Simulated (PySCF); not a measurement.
## Working out the ionisation energy of Te

Te [Kr] 4d10 5s2 5p4 (3P) → Te⁺ [Kr] 4d10 5s2 5p3 (4S). Calculation: PySCF 2.14, in aug-cc-pwCVTZ-DK3 (10s9p7d4f1g, 109 functions); the spin-free X2C one-electron Hamiltonian (Gaussian nucleus). Frozen: [Ar] 3d10. Energies in hartree (1 hartree = 27.21139 eV):

| part | Te (lower) | Te⁺ (upper) |
| --- | --- | --- |
| UHF | -6790.627956 | -6790.343698 |
| MP2 opposite-spin | -0.528352 | -0.506410 |
| MP2 same-spin | -0.280177 | -0.275028 |

**Question.** What does Hartree-Fock give?

**Answer.** (-6790.343698) − (-6790.627956) = 0.284258 hartree = 7.735 eV.

**Question.** What do MP2 and SCS-MP2 (6/5 opposite-spin, 1/3 same-spin) give?

**Answer.** The opposite-spin parts differ by 0.597 eV and the same-spin parts by 0.140 eV. MP2: 7.735 + (0.597) + (0.140) = 8.472 eV. SCS-MP2: 7.735 + 1.2 × (0.597) + (0.140)/3 = 8.498 eV.

Measured between the centres of the two terms (NIST): 8.749 eV, so MP2 (valence and next inner shell) is off by -0.277 eV.

What remains against the reference includes basis incompleteness, the frozen core and correlation beyond second order.
